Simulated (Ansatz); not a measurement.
`FC(F)(F)c1cc2sc(-c3cc4sc(-c5cc6sc(C(F)(F)F)cc6s5)cc4s3)cc2s1` with charge -1. The state is a doublet with charge -1. Geometry PBE-D4/def2-SVP, that of the neutral singlet; atoms count from 1.

Cartesian coordinates in Å:
```
F 1.287 4.749 9.217
C 2.314 4.028 8.700
F 3.372 4.871 8.615
F 2.624 3.060 9.592
C 1.970 3.430 7.371
C 1.832 2.082 7.086
C 1.478 1.888 5.725
S 1.166 0.505 4.716
C 0.867 1.543 3.314
C 0.532 0.948 2.045
C 0.390 -0.406 1.733
C 0.058 -0.597 0.371
S -0.251 -1.982 -0.637
C -0.533 -0.947 -2.045
C -0.868 -1.542 -3.315
C -1.006 -2.895 -3.627
C -1.350 -3.084 -4.989
S -1.670 -4.470 -5.990
C -1.969 -3.430 -7.371
C -2.313 -4.029 -8.700
F -2.620 -3.061 -9.593
F -1.288 -4.753 -9.215
F -3.374 -4.870 -8.615
C -1.831 -2.082 -7.086
C -1.478 -1.888 -5.726
S -1.167 -0.505 -4.716
C -0.391 0.407 -1.733
C -0.059 0.598 -0.371
S 0.250 1.983 0.637
C 1.006 2.896 3.627
C 1.350 3.084 4.989
S 1.671 4.470 5.990
H 1.984 1.294 7.833
H 0.525 -1.208 2.470
H -0.861 -3.698 -2.892
H -1.984 -1.295 -7.834
H -0.526 1.209 -2.470
H 0.862 3.699 2.893
```

Single mean-field runs in def2-TZVP are fitted with def2-universal-jkfit.

(1) Estimate the Mulliken populations of the heavy atoms from the PBE0/def2-TZVP orbitals of Ansatz.

(2) Where does the spin sit?

(3) And the Mayer bond orders between heavy atoms (over 0.3)?

## Answers

(1) 
```tsv
atom	charge (e)	spin (α − β)
F1	-0.17	0.00
C2	0.43	0.00
F3	-0.17	0.00
F4	-0.17	0.00
C5	-0.04	0.11
C6	-0.34	-0.03
C7	0.07	0.07
S8	-0.05	0.04
C9	0.12	0.01
C10	0.10	0.10
C11	-0.41	0.04
C12	0.11	0.01
S13	-0.06	0.04
C14	0.10	0.10
C15	0.12	0.01
C16	-0.40	0.12
C17	0.12	-0.04
S18	0.00	0.02
C19	-0.04	0.11
C20	0.43	0.00
F21	-0.17	0.00
F22	-0.17	0.00
F23	-0.17	0.00
C24	-0.34	-0.03
C25	0.07	0.07
S26	-0.05	0.04
C27	-0.41	0.04
C28	0.11	0.01
S29	-0.06	0.04
C30	-0.41	0.12
C31	0.12	-0.04
S32	0.00	0.02
```
Mulliken values depend strongly on the basis.

(2) Summed by element: F 0.01, C 0.79, S 0.22, H -0.02, of 1 unpaired in all. Largest on single atoms: C30 0.12, C16 0.12, C5 0.11.

(3) F1–C2 1.15 (1.36 Å); C2–F3 1.14 (1.36 Å); C2–F4 1.13 (1.35 Å); C2–C5 1.03 (1.50 Å); C5–C6 1.53 (1.38 Å); C5–S32 1.17 (1.75 Å); C6–C7 1.23 (1.42 Å); C7–S8 1.19 (1.74 Å); C7–C31 1.34 (1.41 Å); S8–C9 1.22 (1.77 Å); C9–C10 1.08 (1.44 Å); C9–C30 1.40 (1.40 Å); C10–C11 1.38 (1.40 Å); C10–S29 1.20 (1.77 Å); C11–C12 1.31 (1.41 Å); C12–S13 1.20 (1.74 Å); C12–C28 1.29 (1.41 Å); S13–C14 1.20 (1.77 Å); C14–C15 1.08 (1.44 Å); C14–C27 1.38 (1.40 Å); C15–C16 1.40 (1.40 Å); C15–S26 1.22 (1.77 Å); C16–C17 1.27 (1.42 Å); C17–S18 1.21 (1.74 Å); C17–C25 1.34 (1.41 Å); S18–C19 1.17 (1.75 Å); C19–C20 1.03 (1.50 Å); C19–C24 1.53 (1.38 Å); C20–F21 1.13 (1.35 Å); C20–F22 1.15 (1.36 Å); C20–F23 1.14 (1.36 Å); C24–C25 1.23 (1.42 Å); C25–S26 1.19 (1.74 Å); C27–C28 1.31 (1.41 Å); C28–S29 1.20 (1.74 Å); C30–C31 1.27 (1.42 Å); C31–S32 1.21 (1.74 Å).
